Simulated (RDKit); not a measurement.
Input file for RDKit: MMFF94 on H2O (SMILES O).

```python
from rdkit import Chem
from rdkit.Chem import AllChem, rdDetermineBonds

blocks = [
'''3

O     0.69612042    0.51334853    2.40454891
H     1.43037866   -0.04363036    2.69496609
H     0.11806920    0.65621697    3.16557442
''',
]
mol = None
for b in blocks:
    f = Chem.MolFromXYZBlock(b)
    rdDetermineBonds.DetermineBonds(f, charge=0)
    mol = f if mol is None else Chem.CombineMols(mol, f)
Chem.SanitizeMol(mol)
print(Chem.MolToSmiles(Chem.RemoveHs(mol)))
ff = AllChem.MMFFGetMoleculeForceField(mol, AllChem.MMFFGetMoleculeProperties(mol), nonBondedThresh=100.0, ignoreInterfragInteractions=False)
e = ff.CalcEnergy()
print(f'MMFF94 energy {e:.6f} kcal/mol')
```

Output:

```
O
MMFF94 energy 0.186739 kcal/mol
```

The run finished.

Cost: very roughly 0.020 core-seconds.
